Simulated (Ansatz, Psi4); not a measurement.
Psi4 was given this input:
```
memory 2 GB

molecule {
0 1
K    -0.00000000   -0.00000000   -1.21784993
Cl    0.00000000    0.00000000    1.36112639
}

set {
  basis sto-3g
  scf_type pk
  puream true
  d_convergence 1e-8
  dft_radial_points 99
  dft_spherical_points 590
}

energy('bhhlyp')
print_variables()
```

Write the same job for Ansatz (an electronic-structure program).

Several could match; the one computed here: 
Ansatz 0.2 input:
```yaml
crystal:
  periodic: [false, false, false]
  atoms:
    - {symbol: K, position_ang: [-0.00000000, -0.00000000, -1.21784993]}
    - {symbol: Cl, position_ang: [0.00000000, 0.00000000, 1.36112639]}
basis:
  gaussian:
    orbitals: STO-3G
hamiltonian:
  xc: {name: BHLYP}
accuracy: high
```

Both were run: Psi4 gave -1049.085909 Eh and Ansatz -1049.085907 Eh, 0.003 mEh apart.
